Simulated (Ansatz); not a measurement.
`OBF` + HBr → `FBBr` + H₂O at 600 K and 1 bar (ligand exchange at a B–O bond).

Program: Ansatz. Geometries: PBE0-D4/def2-TZVP. ΔE: electronic, gas phase. CCSD(T)/CBS adds triple-zeta CCSD(T) − MP2 to the extrapolated MP2 energy (def2 sets, frozen cores). This one scheme is used for every species. For Br outer-core shells are correlated without core-valence functions, which leaves a few kJ/mol of doubt a bond. Scalar relativity is left out up to krypton. One conformer a species, not always the lowest.

```tsv
species	CCSD(T)/CBS energy (Eh)	H − E (kJ/mol)	S (J/(mol·K))
`OBF`	-201.07426	109.4	294.7
HBr	-2573.91920	33.5	219.1
`FBBr`	-2698.59010	70.1	312.6
H₂O	-76.37941	76.8	212.8
```

H − E and S are ideal-gas, rigid-rotor, harmonic terms from PBE0-D4/def2-TZVP, for one conformer and one mirror image of each species. 1 Eh = 2625.50 kJ/mol, R = 8.31446 J/(mol·K).

**Question.** By hand: ΔE, ΔH, ΔS and ΔG.

**Answer.** ΔE = (-2698.59010) + (-76.37941) − (-201.07426) − (-2573.91920) = 0.02395 Eh = 62.9 kJ/mol. Δ(H − E) = 70.1 + 76.8 − 109.4 − 33.5 = 4.0, so ΔH = 66.9 kJ/mol. ΔS = 312.6 + 212.8 − 294.7 − 219.1 = 11.6 J/(mol·K). ΔG = 66.9 − 600 × (11.6)/1000 = 59.9 kJ/mol.

**Question.** By hand: the equilibrium constant, and the temperature at which ΔG would vanish if ΔH and ΔS stayed fixed.

**Answer.** log₁₀ K = −ΔG/(RT ln 10) = -5.2. ΔG = 0 at ΔH/ΔS = 5767 K, far beyond where these terms or the molecules hold.

The number of gas molecules stays the same, so ΔS is small and ΔH decides. A doubt of 5 kJ/mol in ΔE shifts log₁₀ K by 0.4 here. Other conformers and mirror images would add mixing entropy, several J/(mol·K) or more a flexible species. These are equilibria of isolated gas molecules and say nothing of rates. Largest T1 diagnostic: 0.013 (customary marks: 0.02 for closed shells, 0.045 for open ones).
